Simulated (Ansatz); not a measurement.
`O[SiH](F)[O][GeH3]` + `OC(O)O` → `OC(O)[O][GeH3]` + `O[SiH](O)F`  (ligand exchange at a Ge–O bond)

Gas-phase electronic energies from Ansatz, PBE0-D4/def2-TZVP geometries. CCSD(T)/CBS is the MP2 limit (def2-TZVPP, def2-QZVPP) plus CCSD(T) − MP2 in def2-TZVPP, frozen cores. This one scheme is used for every species. Functionals use def2-TZVPP. B3LYP here is the variant with VWN-RPA as its local correlation; programs differ in this. For Ge outer-core shells are correlated without core-valence functions, which leaves a few kJ/mol of doubt a bond. Scalar relativity is left out up to krypton. Each species was taken in one conformer, which may not be the lowest.

Question: Is it downhill or uphill in electronic energy at CCSD(T)/CBS, and by how much? (An estimate is asked.)

Answer: Ansatz gave: Uphill: ΔE = +3.0 kcal/mol.

Question: What do these levels give: B3LYP-D4, B2PLYP, r2SCAN, B3LYP, HF/def2-TZVPP, SCS-MP2/def2-TZVPP, CCSD/def2-TZVPP, MP2/def2-QZVPP, SCS-MP2/def2-QZVPP, HF/CBS(def2), MP2/CBS(def2), CCSD/CBS(def2)? (Best estimate.)

Answer: Ansatz gave: B3LYP-D4 3.2, B2PLYP 3.0, r2SCAN 2.6, B3LYP 3.2, HF/def2-TZVPP 4.9, SCS-MP2/def2-TZVPP 3.1, CCSD/def2-TZVPP 3.3, MP2/def2-QZVPP 2.7, SCS-MP2/def2-QZVPP 3.2, HF/CBS(def2) 5.2, MP2/CBS(def2) 2.6, CCSD/CBS(def2) 3.3 kcal/mol.

Largest T1 diagnostic among the species: 0.012.

In def2-TZVPP, CCSD(T) changes the Hartree–Fock value by −2.0 kcal/mol (the triples alone add −0.4 kcal/mol) and MP2 by −2.3 kcal/mol.
